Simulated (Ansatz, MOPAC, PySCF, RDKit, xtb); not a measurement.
Pair of molecules: CH4OSe (SMILES CO[SeH]) (first 7 atoms) with CH4 (SMILES C); geometry from B3LYP-D3(BJ)/def2-TZVP, rigid monomers moved along the line of their centres of mass till O2···H12 is 4.83 Å.
(charge 0, multiplicity 1):
```xyz
12

C      1.835     0.806     0.802
O      0.438     0.769     0.523
Se    -0.241    -0.885     0.226
H      2.093     0.179     1.658
H      2.065     1.848     1.032
H      2.422     0.490    -0.065
H      0.169    -0.978    -1.196
C     -0.163     0.252     6.099
H      0.092    -0.728     5.696
H     -1.027     0.159     6.755
H      0.682     0.639     6.668
H     -0.394     0.932     5.281
```

```
level                         interaction energy (kJ/mol)  cost
----------------------------  ---------------------------  ----
UFF                                                  -0.8     -
PM3                                                  -0.1     -
GFN1-xTB                                             -0.7     -
GFN2-xTB                                             -0.8     -
HF/STO-3G (no counterpoise)                           0.0     -
HF/3-21G (no counterpoise)                           -0.1     -
HF/6-31G* (no counterpoise)                          -0.1     -
HF/aug-cc-pVDZ                                       -0.1     -
PBE/def2-TZVPPD                                      -0.2    ×1
r2SCAN/def2-TZVPPD                                   -0.2    ×2
B3LYP/def2-TZVPPD                                     0.1    ×2
B3LYP-D3(BJ)/def2-TZVPPD                             -0.6    ×2
B3LYP-D4/def2-TZVPPD                                 -0.7    ×2
wB97M-V/def2-TZVPPD                                  -0.7    ×4
MP2/6-31G*                                           -0.4     -
MP2/6-31G* (no counterpoise)                         -0.4     -
MP2/aug-cc-pVDZ                                      -0.6     -
SCS-MP2/aug-cc-pVDZ                                  -0.5     -
CCSD/aug-cc-pVDZ                                     -0.6     -
CCSD(T)/aug-cc-pVDZ                                  -0.6   ×10
```

The rows run from -0.8 (UFF) to 0.1 kJ/mol (B3LYP/def2-TZVPPD). In aug-cc-pVDZ the value moves HF -0.1, MP2 -0.6, CCSD -0.6, CCSD(T) -0.6, a shift of -0.5 from HF to CCSD(T). The dispersion term adds -0.7 in B3LYP-D3(BJ), -0.7 in B3LYP-D4. The 4 functionals in def2-TZVPPD without D3 or D4 span 0.8, from wB97M-V to B3LYP.

Monomers are frozen at their geometry in the pair; levels with a basis set take the counterpoise correction. Rows marked so take none. RDKit's UFF carries no charges.

Cores are frozen in the correlated methods. Filled d and f shells under p-block atoms count as core. Rows in 3-21G, 6-31G*, STO-3G carry no dispersion term and start afresh at each structure (6-31G* with six Cartesian d functions); the Pople sets are all-electron and without relativity. MP2/6-31G* freezes PySCF's default core, which leaves 3d correlated. The state reached by PM3 isn't checked.

Codes used: Ansatz (Gaussian orbitals); MOPAC for PM3 (differences of heats of formation); PySCF for 3-21G rows, 6-31G* rows, STO-3G rows, the dispersion terms; RDKit for the force fields; xtb for the GFN methods. Each number belongs to the level named beside it.

Costs are rough ratios of core time to PBE/def2-TZVPPD (about 12 s over the structures, on one shared machine); a dash marks a level with no comparable run of its own.

Ansatz is a quantum-chemistry and plane-wave program.
